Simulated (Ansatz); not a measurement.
Consider the redistribution: `[SiH3]CBC=S` + `BB(C)O` → `OBC=S` + `BB(C)C[SiH3]`.

Program: Ansatz. Geometries: PBE0-D4/def2-TZVP. ΔE: electronic, gas phase. CCSD(T)/CBS is the MP2 limit (def2-TZVPP, def2-QZVPP) plus CCSD(T) − MP2 in def2-TZVPP, frozen cores. Functionals use def2-TZVPP. B3LYP here is the variant with VWN-RPA as its local correlation; programs differ in this. Each species was taken in one conformer, which may not be the lowest.

(1) Is it downhill or uphill in electronic energy at CCSD(T)/CBS, and by how much? (An estimate is asked.)

(2) What do these levels give: r2SCAN-D4, PBE0-D4, B3LYP-D4, B2PLYP, PBE, r2SCAN, HF/def2-TZVPP, CCSD/def2-TZVPP, CCSD(T)/def2-TZVPP, MP2/def2-QZVPP, SCS-MP2/def2-QZVPP, HF/CBS(def2)? (Best estimate.)

Largest T1 diagnostic among the species: 0.017.

Results:

(1) Computed: Downhill: ΔE = -7.0 kJ/mol.

(2) The calculation gave: r2SCAN-D4 2.0, PBE0-D4 -1.7, B3LYP-D4 -4.5, B2PLYP -6.1, PBE 1.8, r2SCAN 1.9, HF/def2-TZVPP -16.4, CCSD/def2-TZVPP -10.7, CCSD(T)/def2-TZVPP -7.8, MP2/def2-QZVPP -5.5, SCS-MP2/def2-QZVPP -9.4, HF/CBS(def2) -16.7 kJ/mol.

In def2-TZVPP, CCSD(T) changes the Hartree–Fock value by +8.6 kJ/mol (the triples alone add +2.9 kJ/mol) and MP2 by +10.6 kJ/mol. From PBE to PBE0 (25 % exact exchange), in def2-TZVPP and without D4, ΔE moves by −4.5 kJ/mol.
